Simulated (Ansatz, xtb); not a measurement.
Two isomers of C3H5F3SSi

We compare a, `C[C@@H]1S[C@H]1[Si](F)(F)F`, a singlet, with b, `CC(=S)C[Si](F)(F)F`, a singlet. Both are isolated molecules in the gas phase, relaxed with B3LYP-D3(BJ)/def2-SVP; the shapes shown needn't be the lowest conformers.

a (Å):

```xyz
13

C    -0.5053   -2.3402   -1.7998
C    -1.5538   -1.4811   -1.1391
C    -1.5857   -1.3576    0.3493
F    -4.3548   -0.8119    0.1681
F    -3.6376   -2.6044    1.8913
F    -3.1849   -0.1171    2.3852
S    -1.0733    0.1795   -0.5315
Si   -3.2027   -1.2120    1.2132
H    -0.8262   -3.3959   -1.8000
H    -0.3498   -2.0340   -2.8452
H     0.4561   -2.2629   -1.2706
H    -2.5284   -1.4733   -1.6411
H    -0.7722   -1.8575    0.8903
```

b (Å):

```yaml
atoms:
  - { symbol: C, position_ang: [0.4235, -0.5468, 1.1247] }
  - { symbol: C, position_ang: [0.3317, -1.0721, -0.2805] }
  - { symbol: C, position_ang: [0.1560, -0.0194, -1.3474] }
  - { symbol: F, position_ang: [2.6712, 1.1309, -0.6461] }
  - { symbol: F, position_ang: [1.5870, 1.9278, -2.8610] }
  - { symbol: F, position_ang: [2.6587, -0.4244, -2.7161] }
  - { symbol: S, position_ang: [0.4674, -2.6554, -0.6542] }
  - { symbol: Si, position_ang: [1.7923, 0.6524, -1.9069] }
  - { symbol: H, position_ang: [-0.5212, -0.0440, 1.3993] }
  - { symbol: H, position_ang: [0.6273, -1.3524, 1.8397] }
  - { symbol: H, position_ang: [1.2177, 0.2170, 1.1872] }
  - { symbol: H, position_ang: [-0.3383, -0.4418, -2.2353] }
  - { symbol: H, position_ang: [-0.4357, 0.8386, -0.9828] }
```

Q: Which of the two would you expect CCSD(T)/def2-SVP + ΔMP2/def2-TZVPP electronic energies to favour?

A: Too close to call at this level: CCSD(T)/def2-SVP + ΔMP2/def2-TZVPP gives E(b) − E(a) = −1.51 kcal/mol.

Level by level:

| level | geometry | E(b) − E(a) (kcal/mol) | departure from the last row (kcal/mol) | job, with rough time for the two |
| --- | --- | --- | --- | --- |
| GFN2-xTB | GFN2-xTB | +0.27 | +1.78 | optimisation, 0.22 s |
| HF/STO-3G | GFN2-xTB | +10.48 | +11.99 | single point, 0.36 s |
| r2SCAN-D4/def2-SVP | GFN2-xTB | −2.01 | −0.50 | single point, 3.3 s |
| B3LYP-D3(BJ)/def2-SVP | B3LYP-D3(BJ)/def2-SVP | −4.52 | −3.01 | optimisation, 49 s |
| HF/def2-SVP | B3LYP-D3(BJ)/def2-SVP | −3.52 | −2.01 | part of the CCSD(T) run |
| MP2/def2-SVP | B3LYP-D3(BJ)/def2-SVP | −2.22 | −0.72 | part of the CCSD(T) run |
| CCSD(T)/def2-SVP | B3LYP-D3(BJ)/def2-SVP | −3.98 | −2.47 | single point |
| CCSD(T)/def2-SVP + ΔMP2/def2-TZVPP | B3LYP-D3(BJ)/def2-SVP | −1.51 |  | single point, 77 s |

As drawn, b has 1 C=S in place of 2 C–S. Structure a has a 3-membered ring, b no ring.

HF/STO-3G puts the two in the other order. GFN2-xTB finds them nearly level. The largest departure from CCSD(T)/def2-SVP + ΔMP2/def2-TZVPP is that of HF/STO-3G, 11.99 kcal/mol. The last row adds to CCSD(T) the change of the MP2 difference between the two basis sets, here +2.47 kcal/mol.

With thermal terms from frequencies at re-optimised GFN2-xTB minima (ideal gas, soft modes damped towards free rotors, one conformer each, 298.15 K, 1 atm): the zero-point term adds −0.57 kcal/mol; ΔH is −1.81 and ΔG −2.65 kcal/mol.

The correlated steps freeze 16 core orbitals. Mirror images aren't counted in ΔG. Codes used: Ansatz 0.2.0, xtb 6.7.1; the last row on 4 threads of Arm Neoverse V2 on a shared host.
